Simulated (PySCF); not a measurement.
Isomers of C8H8O, one GFN2-xTB conformer each. Single-point energies are computed at PBE0/pcSseg-1 (PySCF, gas phase, no added dispersion term), electronic only.

Question: Rank them by PBE0/pcSseg-1 energy, lowest first (kJ/mol).
A. `[CH2:1]=[C:2]1[CH:3]=[CH:4]/[C:5]1=[CH:6]\[C:7]([CH3:8])=[O:9]` with C5–C6–C7–C8 178°
B. `[O:1]=[CH:2][CH2:3][c:4]1[cH:5][cH:6][cH:7][cH:8][cH:9]1` with O1–C2–C3–C4 -122°, C2–C3–C4–C5 -85°
C. `[OH:1][C@@:2]12[C@H:3]3[CH:4]=[CH:5][C@@H:6]1[C@@H:7]2[CH:8]=[CH:9]3` with H–O1–C2–C3 -72°, O1–C2–C3–C4 131°, C2–C3–C4–C5 15°, C4–C5–C6–C7 56°, C5–C6–C7–C8 1°

Answer: B (0.0), C (193.3), A (225.0).

As drawn, the lowest has an aromatic ring, which the highest lacks; the highest has a four-membered ring and a C=C bond outside aromatic rings, which the lowest lacks. GFN2-xTB itself gives, in the same order: 0.0, 76.6, 212.5. Both levels put the same isomer lowest; measured from each level's own lowest isomer, the values differ by up to 116.7 kJ/mol (O[C@@]12[C@H]3C=C[C@@H]1[C@@H]2C=C3: 76.6 against 193.3).

Q: Which frontier levels, dipoles and rotational constants go with these structures?

A: 
```
                             SMILES  HOMO (eV, PBE0/pcSseg-1)  LUMO (eV)  dipole (D)       A, B, C (MHz)
                       O=CCc1ccccc1                     -7.14      -0.92        2.77   4019, 1002, 888.6
O[C@@]12[C@H]3C=C[C@@H]1[C@@H]2C=C3                     -6.47       0.09        1.35    2532, 2084, 1821
                C=C1C=C/C1=C\C(C)=O                     -7.08      -1.90        2.49  3850, 992.1, 792.9
```
